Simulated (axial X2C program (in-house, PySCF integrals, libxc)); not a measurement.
**Worked dissociation energy of SrBr⁺: HF, with spin–orbit coupling**

Computed with an axial X2C code built on PySCF integrals. Two-component (2c) means X2C with spin–orbit coupling and atomic mean-field two-electron Coulomb and Gaunt terms. Basis: Sr dyall-cv3z [13s12p8d5f1g], Br dyall-cv3z [8s9p6d4f1g] (cores contracted in-house); Gaussian nuclei, density fitting, unrestricted open shells. Masses: Sr 87.906 u, Br 78.918 u.

Molecular state: Ω = 0 (closed shell).

| Property | Result |
| --- | --- |
| E(Sr+) (2M_J = 1) | -3176.003260 hartree |
| E(Br) (2M_J = 1) | -2603.606211 hartree |
| E(SrBr⁺) at Re | -5779.704256 hartree |
| ωe | 257.0 cm⁻¹ |
| ωexe | 0.455 cm⁻¹ |

(1) Work out De and D0.

Occupations by symmetry block were frozen at the best pattern of an incomplete PBE0 search. The closed shell is kept restricted, so the energy runs too high when the bond is stretched far. De is counted from the lowest determinant-based energies of the atoms at the same level, without counterpoise correction.

Hartree–Fock lacks correlation and underbinds, often by eV.

Each atomic determinant is the lowest at this level and need not be a pure J level. Totals compare only within one Hamiltonian and basis.

## Answers

(1) De = -3176.003260 + (-2603.606211) − (-5779.704256) = 0.09478 hartree = 2.579 eV. The zero-point energy is ωe/2 − ωexe/4 = 128 cm⁻¹ = 0.016 eV, so D0 = 2.563 eV.
